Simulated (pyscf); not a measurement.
## Routes from cyclic C₄H₇ (SMILES [CH2]C1CC1) [doublet]

Candidate steps break at most two bonds and form at most two. Each was searched with GFN2-xTB (tblite) first. PySCF, gas phase, ωB97X-D3(BJ)/def2-SVP geometries. Energies: ωB97M-D3(BJ)/def2-TZVP, kJ/mol, from the reactant's lowest minimum found, doublet surface; ΔG‡ with ideal gas, 1 atm, RRHO with modes under 100 cm⁻¹ raised to 100, one conformer, R ln 2 for chiral ones without a mode under 150 cm⁻¹.

```csv
products,type,ΔE‡,ΔE,ΔG‡ 298 K,ΔG‡ 900 K,ν‡ (cm⁻¹)
•H₂C–CH₂–CH=CH₂,ring opening,42.8,-6.3,38.0,40.7,713i
cyclic C₄H₇ (SMILES C[C]1CC1) [doublet],hydrogen shift,213.8,+28.0,203.5,208.3,2053i
```

Row 2: On the reactant side the descent ends in a point that may be a rotor saddle (no frequency run), 13.2 kJ/mol over the lowest minimum found and 202.2 kJ/mol under the saddle at ωB97X-D3(BJ)/def2-TZVP. On the product side the descent ends in a point that may be a rotor saddle (no frequency run), 5.7 kJ/mol over the lowest minimum found and 184.0 kJ/mol under the saddle at ωB97X-D3(BJ)/def2-TZVP. 

Plain bond fissions and candidates not yet searched are not listed, and one of them may be faster. Each barrier is that of the saddle found; lower ones may exist.
